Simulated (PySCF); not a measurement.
## Worked example: entropy of an ideal gas

CdHF, SMILES [F][CdH].

Geometry optimised at B3LYP-D3(BJ)/def2-TZVPD. The def2 effective core potentials stand for the cores of Cd; spin–orbit coupling is left out.

PySCF with B3LYP-D3(BJ)/def2-TZVPD gives the harmonic wavenumbers 462, 462, 559, 1912 cm⁻¹ and the rotational temperature 0.3681 K. The molar mass is 132.42 g/mol, the symmetry number 1, the spin multiplicity 1.

Q: Work out the entropy at 298.15 K and 1 atm in the rigid-rotor, harmonic-oscillator model.

A: 
Translation (Sackur–Tetrode at 1 atm): S = R[1.5 ln M + 2.5 ln T − 1.16487] = 169.7 J/(mol K).
Rotation: q = T/(σ θ) = 810, S = R[ln q + 1] = 64.0 J/(mol K).
Vibration: with u = 1.4388 ν/T, each mode gives R[u/(e^u − 1) − ln(1 − e^−u)]:
```tsv
ν (cm⁻¹)	modes	u	S (J/(mol K))
462	2	2.23	6.36
559	1	2.70	2.20
1912	1	9.23	0.01
```
These are all the modes. Sum 8.6 J/(mol K).
Spin: R ln 1 = 0.0 J/(mol K).
Total 242.2 J/(mol K); the program's own thermochemistry gives 242.3. Translation makes up 70 % and vibration 4 %. Anharmonicity, hindered rotation and orbital degeneracy are left out.
